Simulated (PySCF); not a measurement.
B3LYP has the VWN-RPA correlation part, as in Gaussian. 

```xyz
13

Si     0.1800     2.4520    -0.0099
Al    -0.0156    -0.0026     0.0150
Si     2.0336    -1.3690    -0.0113
Si    -2.2272    -1.0850     0.0314
H     -0.9019     3.1145     0.7660
H      0.0640     2.9288    -1.4168
H      1.4814     2.9429     0.5145
H      2.8476    -1.1025     1.2061
H      2.8785    -1.0150    -1.1846
H      1.7785    -2.8319    -0.0683
H     -2.4546    -1.7259     1.3566
H     -3.3532    -0.1451    -0.2063
H     -2.3113    -2.1611    -0.9923
```

Charge 0, multiplicity 1.

### Question
Give the Mulliken and meta-Löwdin atomic charges from B3LYP-D3(BJ)/def2-TZVP (PySCF).

### Answer

```
atom  Mulliken (e)  meta-Löwdin (e)
----  ------------  ---------------
Si1           0.01             0.14
Al2           0.39             0.28
Si3           0.01             0.14
Si4           0.01             0.14
H5           -0.05            -0.08
H6           -0.05            -0.08
H7           -0.05            -0.08
H8           -0.05            -0.08
H9           -0.05            -0.08
H10          -0.05            -0.08
H11          -0.05            -0.08
H12          -0.05            -0.08
H13          -0.05            -0.08
```
